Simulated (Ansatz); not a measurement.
Frontier orbitals of CH₃GaO, SMILES `O=[CH][GaH2]`.

```xyz
6

O     0.680   -1.441    0.910
C     0.137   -1.053   -0.100
Ga   -0.188    0.934   -0.052
H    -0.110   -1.791   -0.899
H     0.966    1.890   -0.507
H    -1.486    1.461    0.648
```

Total charge 0; spin multiplicity 1. Correlated methods include outer-core shells of Ga, which these sets cover unevenly. Scalar relativity is left out up to krypton. The structure was optimised at the PBE0-D4/def2-TZVP level. Basis def2-TZVPP, Ansatz.

```tsv
functional	HOMO (eV)	LUMO (eV)
LDA (SPW92)	-5.51	-2.91
```

Question: Give HOMO and LUMO (eV) with PBE, revPBE, BLYP, r2SCAN, B97M-V, PBE0, B3LYP, r2SCANh, r2SCAN0, HSE06 (plane-wave form), BHLYP, CAM-B3LYP, LC-ωPBE, ωB97X-V, ωB97M-V, HF. (An estimate is asked.)

Answer: Ansatz gave: 
```
             functional    HOMO   LUMO
                    PBE   -5.37  -2.63
                 revPBE   -5.31  -2.50
                   BLYP   -5.30  -2.60
                 r2SCAN   -5.59  -2.35
                 B97M-V   -5.70  -2.59
                   PBE0   -6.67  -1.84
                  B3LYP   -6.49  -2.14
                r2SCANh   -6.08  -2.08
                r2SCAN0   -6.84  -1.67
HSE06 (plane-wave form)   -6.26  -2.20
                  BHLYP   -7.97  -1.14
              CAM-B3LYP   -8.04  -0.98
                LC-ωPBE   -9.29   0.26
                ωB97X-V   -8.99   0.10
                ωB97M-V   -8.90  -0.14
                     HF  -10.03   0.90
```

B3LYP here is the variant with VWN-RPA as its local correlation; programs differ in this. LC-ωPBE has ω = 0.4 bohr⁻¹.
